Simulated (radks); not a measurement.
Values are calculated unless marked as measured or tabulated.
Fractional charge and spin in the 6s shell of erbium: the spin-up occupation runs from 0 to 1 and the spin-down occupation from 0 to 1; the fullest corner is Er, [Xe] 4f(up 6, down 6) 6s(up 1, down 1). Code: a radial shooting solver on a logarithmic mesh with Libxc functionals. Model: scalar-relativistic Kohn-Sham, BLYP, spin-polarised, spherical densities, point nucleus. Energy (eV) minus the two flat planes that join the four corners (they meet along the diagonal where the two added fractions sum to one electron); zero is where a piecewise linear energy would lie.

down \ up       0    0.25     0.5    0.75       1
0           0.000  -0.546  -0.724  -0.540   0.000
0.25       -0.546  -0.693  -0.475   0.097  -0.486
0.5        -0.724  -0.475   0.130  -0.423  -0.641
0.75       -0.540   0.097  -0.423  -0.611  -0.475
1           0.000  -0.486  -0.641  -0.475   0.000

Corners above the fullest one (they belong to Er+ and the next ion): (up 1, down 0) 6.218 eV, (up 0, down 1) 6.218 eV, (up 0, down 0) 18.447 eV. With half an added electron in each spin the energy lies 0.130 eV from the planes, and with half an added electron in spin up alone -0.724 eV. The planes are only a guide here: the flat-plane condition holds for ground states with one frontier orbital, while this shell lies below other occupied shells, so the corners above the fullest one are inner-hole states and not the ground states of those ions.
